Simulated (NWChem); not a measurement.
System: CH₅AlClN; SMILES C[NH][AlH][Cl]

Input file for NWChem:

```
start job
memory heap 200 mb stack 900 mb global 1100 mb
geometry units angstroms
  Al     0.500662    -0.117035     0.057366
  Cl    -0.395002     0.280277     1.825237
  H      1.981213    -0.482014     0.039168
  N     -0.332781    -0.070772    -1.517626
  C      0.264725    -0.348308    -2.819683
  H     -1.317018     0.159933    -1.622117
  H      0.201048     0.518981    -3.483258
  H     -0.220152    -1.197354    -3.310698
  H      1.316279    -0.591321    -2.670018
end
basis spherical
  * library def2-svp
end
dft
  xc xpbe96 cpbe96
  disp vdw 4
  iterations 150
end
driver
  maxiter 120
end
task dft optimize
task dft freq
```

Parts of the log:

```
             Northwest Computational Chemistry Package (NWChem) 7.3.0
             --------------------------------------------------------

 CS  symmetry detected

                             Geometry "geometry" -> ""
                             -------------------------

 Output coordinates in angstroms (scale by  1.889725989 to convert to a.u.)

  No.       Tag          Charge          X              Y              Z
 ---- ---------------- ---------- -------------- -------------- --------------
    1 Al                  13.0000     0.51143303    -0.13283303     0.00000000
    2 Cl                  17.0000    -0.20599868    -2.02247067     0.00000000
    3 H                    1.0000     2.02005932     0.08991980     0.00000000
    4 N                    7.0000    -0.51397808     1.32521339     0.00000000
    5 C                    6.0000    -0.04897050     2.70838366     0.00000000
    6 H                    1.0000    -1.52978672     1.29361603     0.00000000
    7 H                    1.0000    -0.39293647     3.24714890     0.88783334
    8 H                    1.0000    -0.39293647     3.24714890    -0.88783334
    9 H                    1.0000     1.04061806     2.70420151     0.00000000

 Effective nuclear repulsion energy (a.u.)     192.1754783045

      Symmetry information
      --------------------

 Group name             Cs
 Group number              2
 Group order               2
 No. of unique centers     8

                                Z-matrix (autoz)
                                --------

 Units are Angstrom for bonds and degrees for angles

      Type          Name      I     J     K     L     M      Value
      ----------- --------  ----- ----- ----- ----- ----- ----------
    1 Stretch                  1     2                       2.02125
    2 Stretch                  1     3                       1.52498
    3 Stretch                  1     4                       1.78252
    4 Stretch                  4     5                       1.45924
    5 Stretch                  4     6                       1.01630
    6 Stretch                  5     7                       1.09400
    7 Stretch                  5     8                       1.09400
    8 Stretch                  5     9                       1.08960
    9 Bend                     1     4     5               126.30003
   10 Bend                     1     4     6               123.33621
   11 Bend                     2     1     3               119.18927
   12 Bend                     2     1     4               124.09206
   13 Bend                     3     1     4               116.71866
   14 Bend                     4     5     7               111.50663
   15 Bend                     4     5     8               111.50663
   16 Bend                     4     5     9               108.36220
   17 Bend                     5     4     6               110.36376
   18 Bend                     7     5     8               108.49536
   19 Bend                     7     5     9               108.43932
   20 Bend                     8     5     9               108.43932
   21 Torsion                  1     4     5     7        -119.27498
   22 Torsion                  1     4     5     8         119.27498
   23 Torsion                  1     4     5     9           0.00000
   24 Torsion                  2     1     4     5         180.00000
   25 Torsion                  2     1     4     6           0.00000
   26 Torsion                  3     1     4     5          -0.00000
   27 Torsion                  3     1     4     6         180.00000
   28 Torsion                  6     4     5     7          60.72502
   29 Torsion                  6     4     5     8         -60.72502
   30 Torsion                  6     4     5     9         180.00000

  pbe96 is a nonlocal functional; adding pw91lda local functional.

                           NWChem Geometry Optimization
                           ----------------------------

 maximum gradient threshold         (gmax) =   0.000450
 rms gradient threshold             (grms) =   0.000300
 maximum cartesian step threshold   (xmax) =   0.001800
 rms cartesian step threshold       (xrms) =   0.001200
 fixed trust radius                (trust) =   0.300000
 source of zmatrix                         =   autoz

          -------------------
          Energy Minimization
          -------------------

 Using diagonal initial Hessian
 Scaling for Hessian diagonals: bonds = 1.00  angles = 0.25  torsions = 0.10

          --------
          Step   0

                                 NWChem DFT Module
                                 -----------------

 Summary of "ao basis" -> "ao basis" (spherical)
 ------------------------------------------------------------------------------
       Tag                 Description            Shells   Functions and Types
 ---------------- ------------------------------  ------  ---------------------
 Al                         def2-svp                 8       18   4s3p1d
 Cl                         def2-svp                 8       18   4s3p1d
 H                          def2-svp                 3        5   2s1p
 N                          def2-svp                 6       14   3s2p1d
 C                          def2-svp                 6       14   3s2p1d

      Symmetry analysis of basis
      --------------------------

        a'         63
        a"         26

[...]

      ----------------------
      Optimization converged
      ----------------------

  Step       Energy      Delta E   Gmax     Grms     Xrms     Xmax
  ---- ---------------- -------- -------- -------- -------- --------
@    8    -797.84538132 -2.2D-08  0.00006  0.00002  0.00041  0.00135
                                     ok       ok       ok       ok

                                Z-matrix (autoz)
                                --------

 Units are Angstrom for bonds and degrees for angles

[...]

 Rotational Constants
 --------------------
 A=   0.634988 cm-1  (  0.913586 K)
 B=   0.058837 cm-1  (  0.084651 K)
 C=   0.054411 cm-1  (  0.078283 K)

 Temperature                      =   298.15K
 frequency scaling parameter      =   1.0000

 Zero-Point correction to Energy  =   38.283 kcal/mol  (  0.061008 au)
 Thermal correction to Energy     =   42.248 kcal/mol  (  0.067326 au)
 Thermal correction to Enthalpy   =   42.840 kcal/mol  (  0.068270 au)

 Total Entropy                    =   78.845 cal/mol-K
   - Translational                =   39.484 cal/mol-K (mol. weight =  92.9926)
   - Rotational                   =   26.164 cal/mol-K (symmetry #  =        1)
   - Vibrational                  =   13.197 cal/mol-K

 Cv (constant volume heat capacity) =   20.180 cal/mol-K
   - Translational                  =    2.979 cal/mol-K
   - Rotational                     =    2.979 cal/mol-K
   - Vibrational                    =   14.221 cal/mol-K

[normal modes left out]

 ----------------------------------------------------------------------------
 Normal Eigenvalue ||           Projected Infra Red Intensities
  Mode   [cm**-1]  || [atomic units] [(debye/angs)**2] [(KM/mol)] [arbitrary]
 ------ ---------- || -------------- ----------------- ---------- -----------
    1       -0.000 ||    0.000498           0.011         0.485       0.138
    2       -0.000 ||    0.000197           0.005         0.192       0.054
    3        0.000 ||    0.000048           0.001         0.047       0.013
    4        0.000 ||    0.000799           0.018         0.779       0.221
    5        0.000 ||    0.000002           0.000         0.002       0.001
    6        0.000 ||    0.000362           0.008         0.353       0.100
    7      112.637 ||    0.000243           0.006         0.237       0.067
    8      118.878 ||    0.002666           0.061         2.599       0.737
    9      182.612 ||    0.002717           0.063         2.649       0.751
   10      261.110 ||    0.006821           0.157         6.649       1.886
   11      437.583 ||    0.141219           3.258       137.667      39.048
   12      511.204 ||    0.036164           0.834        35.254       9.999
   13      562.111 ||    0.038482           0.888        37.514      10.641
   14      642.162 ||    0.167979           3.875       163.754      46.447
   15      736.028 ||    0.077758           1.794        75.803      21.501
   16     1042.542 ||    0.029954           0.691        29.201       8.283
   17     1096.874 ||    0.000177           0.004         0.173       0.049
   18     1132.168 ||    0.098263           2.267        95.792      27.170
   19     1334.651 ||    0.041930           0.967        40.875      11.594
   20     1400.368 ||    0.027521           0.635        26.829       7.610
   21     1412.337 ||    0.002247           0.052         2.191       0.621
   22     1445.226 ||    0.004251           0.098         4.144       1.175
   23     1934.572 ||    0.117298           2.706       114.348      32.434
   24     2920.701 ||    0.106451           2.456       103.774      29.434
   25     2977.950 ||    0.036957           0.853        36.027      10.219
   26     3035.425 ||    0.017950           0.414        17.499       4.963
   27     3495.042 ||    0.017514           0.404        17.074       4.843
 ----------------------------------------------------------------------------
```

Level: PBE-D3(BJ)/def2-SVP.
